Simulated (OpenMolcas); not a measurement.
Pr: effect of the active space

```
Program             : OpenMolcas 26.06
Method              : CASSCF or its RAS form
Basis               : ANO-RCC-VTZP
Scalar Hamiltonian  : DKH2, point nucleus
Spin-orbit coupling : RASSI with atomic mean-field integrals over the reference wave functions, term energies averaged over their components
```

A. 3 electrons in 7 orbitals (4f); 2S+1 = 4 odd, 35 roots; 2S+1 = 2 odd, 112 roots (89 in the spin-orbit step); cost about 40 core-seconds
B. 3 electrons in 12 orbitals (RAS2 4f; RAS3 5d, at most 1 electron); 2S+1 = 4 odd, 35 roots (30 in the spin-orbit step); 2S+1 = 2 odd, 112 roots (43 in the spin-orbit step); 2S+1 = 4 even, 105 roots (97 in the spin-orbit step); 2S+1 = 2 even, 108 roots kept (CI in the orbitals of an earlier block); cost of the order of 2.3 core-minutes

Energies in eV above 4f3 6s2 4I* 9/2, the measured ground level; measured values from NIST Handbook of Basic Atomic Spectroscopic Data.

```
           Level       A       B  Measured
 4f3 6s2 4I* 9/2  0.0000  0.0000    0.0000
4f3 6s2 4I* 11/2  0.1804  0.1807    0.1707
4f3 6s2 4I* 13/2  0.3783  0.3790    0.3530
4f3 6s2 4I* 15/2  0.5893  0.5892    0.5432
```

B puts 4f2 5d 6s2 4I 9/2 [52 %] lowest.

Deviations, from unrounded energies. A percentage is the sum of absolute deviations over the sum of measured energies, with the sign that they share, or ± where signs differ.

```json
{"Against measurement": "mean absolute deviation (cm-1)", "Levels": "3", "A": "220", "B": "220"}
{"Against measurement": "fine structure of the ground term (%)", "Levels": "3", "A": "+7.6", "B": "+7.7"}
```

A, B lie about equally close to measurement. The largest miss of A in the table is 4f3 6s2 4I* 15/2, by +370 cm-1. The ranking rests on the paired levels alone, and a cruder setting can come out closer through cancelling errors.

The spin-orbit steps hold different terms of 4f3 6s2 (B lacks a 2D*, a 2H*, 2I*, 2L*, 4D*), which shifts levels as well.

Between A and B the level of the table that moves most is 4f3 6s2 4I* 13/2, by 5.4 cm-1 (lowest in A, highest in B).

High states are left out of the spin-orbit mixing, which shifts the levels that they would mix with. Without dynamic correlation excited terms often stand tens of per cent too high (terms of higher spin than the ground term too low), and those without a measured partner can miss by more than the paired ones. With the s shell closed, the reference lacks s² → p² mixing (holds for A). The lowest computed level is not the ground level that NIST lists (4I*9/2) (holds for B). Computed and measured levels are paired by configuration, term and J; levels that our copy of the source lacks, or whose pairing is in doubt (as where it misses far off the trend of its configuration), stay unpaired and out of the deviations. Only configurations of the active space appear. The table leaves out levels that lie high or whose names do not pair safely across all columns.

A share in square brackets marks a mixed level and gives the weight of the term that names it, the lowest over the columns. * marks odd parity.
